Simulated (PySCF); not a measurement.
# The second ionisation energy along group 12

All values are computed (PySCF 2.14, energy differences of UHF-based or UKS calculations, no spin-orbit coupling). Values in eV. The last column holds reference values (NIST; (s) semi-empirical, (t) theoretical, else measured). Unmarked ones compare directly (S terms, centres of terms, or small fine structure); those marked * lie between the lowest fine-structure levels and include a spin-orbit shift.

| element | configurations | UHF | SCS-MP2 (valence) | PBE | r2SCAN | MP2 (valence and next inner shell) | SCS-MP2 (valence and next inner shell) | reference |
| --- | --- | --- | --- | --- | --- | --- | --- | --- |
| Zn (aug-cc-pwCVTZ-PP with ECP10MDF, ECP) | [Ar] 3d10 4s1 → [Ar] 3d10 | 16.864 | 17.737 | 18.678 | 18.571 | 17.998 | 17.793 | 17.964 |
| Cd (aug-cc-pwCVTZ-PP with ECP28MDF, ECP) | [Kr] 4d10 5s1 → [Kr] 4d10 | 15.567 | 16.641 | 17.441 | 17.238 | 16.993 | 16.750 | 16.908 |
| Hg (aug-cc-pwCVTZ-PP with ECP60MDF, ECP) | [Xe] 4f14 5d10 6s1 → [Xe] 4f14 5d10 | 17.125 | 18.474 | 19.127 | 19.030 | 18.900 | 18.618 | 18.757 |

```json
{"method": "UHF", "elements": "3", "mean error (eV)": "-1.358", "mean absolute error (eV)": "1.358", "largest error (eV)": "-1.632"}
{"method": "SCS-MP2 (valence)", "elements": "3", "mean error (eV)": "-0.259", "mean absolute error (eV)": "0.259", "largest error (eV)": "-0.283"}
{"method": "PBE", "elements": "3", "mean error (eV)": "0.539", "mean absolute error (eV)": "0.539", "largest error (eV)": "0.713"}
{"method": "r2SCAN", "elements": "3", "mean error (eV)": "0.403", "mean absolute error (eV)": "0.403", "largest error (eV)": "0.606"}
{"method": "MP2 (valence and next inner shell)", "elements": "3", "mean error (eV)": "0.087", "mean absolute error (eV)": "0.087", "largest error (eV)": "0.143"}
{"method": "SCS-MP2 (valence and next inner shell)", "elements": "3", "mean error (eV)": "-0.156", "mean absolute error (eV)": "0.156", "largest error (eV)": "-0.171"}
```

Errors include the incompleteness of the basis and the frozen core.

"Valence" correlates the outer s and p shells and, in groups 3 to 12 and the f block, the outer d or f shell, open or full, or the next shell where the ion has no valence electron left; the wider scheme adds the next inner shell.
